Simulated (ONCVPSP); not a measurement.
molybdenum: ONCV pseudisation with PBE, scalar-relativistic reference atom.

```json
{"Element": "Mo", "Generator": "ONCVPSP 4.0.1", "Type": "optimised norm-conserving Vanderbilt (ONCV)", "Functional": "PBE", "Relativity": "scalar-relativistic", "Frozen core": "[Kr]", "Valence charge": "6", "Reference configuration": "4d4 5s2", "Partial waves": "5s: rc 2.80 bohr, ncon 4, nbas 7, qcut 1.9 1/bohr, 2 projectors, debl 3.5 Ha; p scattering state at 0.02 Ha: rc 3.05 bohr, ncon 3, nbas 7, qcut 2.3 1/bohr, 2 projectors, debl 3.2 Ha; 4d: rc 2.15 bohr, ncon 3, nbas 7, qcut 7 1/bohr, 2 projectors, debl 3.2 Ha", "Local potential": "polynomial inside 1.45 bohr (lpopt 5, dvloc0 3 Ha)", "Core correction": "polynomial model core, fcfact 0.35"}
```

In the p channel the program set the typed energies aside and used 0.050, 3.250 Ha.

(1) Estimate the cutoffs (Ha) at which the residual kinetic energy of the hardest occupied pseudo-wave falls to 1 and 0.1 mHa per electron.

(2) What does a ghost test show?

(3) Which valence shell sets the plane-wave cutoff?

(4) Tests: 4d5 5s1; 4d5 5s0; 4d4 5s0; 4d5 5s0 5p1. Which has the largest error in its energy relative to the reference configuration, and how large is it?

Results:

(1) 16 Ha and 19 Ha.

(2) No bound ghost flagged; GHOST(+) flagged for s at 23.7 eV, p at 80.1 eV.

(3) 4d: 16 Ha for 1 mHa per electron, against 6 Ha for 5s.

(4) 4d5 5s0, with -120 meV (all-electron minus pseudo) on +6.69 eV.
